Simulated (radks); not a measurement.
The numbers below are computed, except where a source is named.
Ionisation of the platinum ion Pt3+, [Xe] 4f14 5d7, to Pt4+, [Xe] 4f14 5d6, under several functionals. Dirac Kohn-Sham, spin-unpolarised, spherical densities, point nucleus; open shells fill j = l - 1/2 first; a radial shooting solver on a logarithmic mesh with Libxc functionals.

functional                                      E(Pt3+) (hartree)  Exc (hartree)  IE (eV)  -e(HOMO) (eV)  <r> HOMO (bohr)  IE error (eV)
OLYP                                                  -18451.0933      -362.8616   44.832         37.970            1.501         +1.832
B86b exchange with PBE correlation                    -18445.9108      -357.4599   44.772         37.943            1.509         +1.772
exchange-only PBE                                     -18439.9616      -351.4400   43.521         36.726            1.522         +0.521
LDA (Slater exchange, Perdew-Wang correlation)        -18434.2133      -345.6501   45.045         38.215            1.511         +2.045

NIST Atomic Spectra Database: 43 eV (theoretical). Closest: exchange-only PBE. The Delta-SCF values span 1.52 eV, the total energies 16.88 hartree. The highest occupied level is 5d5/2. Spin polarisation and multiplet splitting are left out, so open shells lie too high by an amount that depends on their filling.

Beside tabulated values, note that spin-unpolarised runs miss the spin-polarisation part of the exchange energy of open shells.
